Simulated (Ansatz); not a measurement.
Start from `[CH3][SbH][SiH3]` and change one atom or group to get `[CH3][SbH][CH3]`.

Ansatz, PBE0-D4/def2-TZVP geometries, multiplicity 1. 

Elements past krypton have def2 core potentials.

| property | `[CH3][SbH][SiH3]` |
| --- | --- |
| LUMO energy (ωB97M-V/def2-TZVPP) / eV | 1.10 |
| size of the dipole moment (ωB97M-V/def2-TZVPP) / D | 0.73 |
| HOMO energy (B3LYP/def2-TZVPP) / eV | -6.69 |
| HOMO–LUMO gap (PBE/def2-TZVPP) / eV | 4.72 |
| LUMO energy (PBE/def2-TZVPP) / eV | -1.20 |
| HOMO–LUMO gap (ωB97M-V/def2-TZVPP) / eV | 9.97 |

(1) What does the change do to each property? (Estimate.)

Results:

(1) Ansatz gave: 
```tsv
property	`[CH3][SbH][CH3]`	shift
LUMO energy (ωB97M-V/def2-TZVPP) / eV	1.51	0.41
size of the dipole moment (ωB97M-V/def2-TZVPP) / D	0.69	-0.04
HOMO energy (B3LYP/def2-TZVPP) / eV	-6.52	0.17
HOMO–LUMO gap (PBE/def2-TZVPP) / eV	4.96	0.24
LUMO energy (PBE/def2-TZVPP) / eV	-0.72	0.48
HOMO–LUMO gap (ωB97M-V/def2-TZVPP) / eV	10.28	0.31
```

With PBE0 the HOMO rises by 0.19 eV and the LUMO rises by 0.47 eV, so the gap widens by about 0.28 eV. PBE moves the HOMO by 0.24 eV and ωB97M-V by 0.10 eV. Dipoles are sizes alone; their direction can turn.

B3LYP here is the variant with VWN-RPA as its local correlation; programs differ in this.

Spin–orbit coupling is left out; it splits and shifts lone-pair levels of the heavy atoms by tenths of an eV.
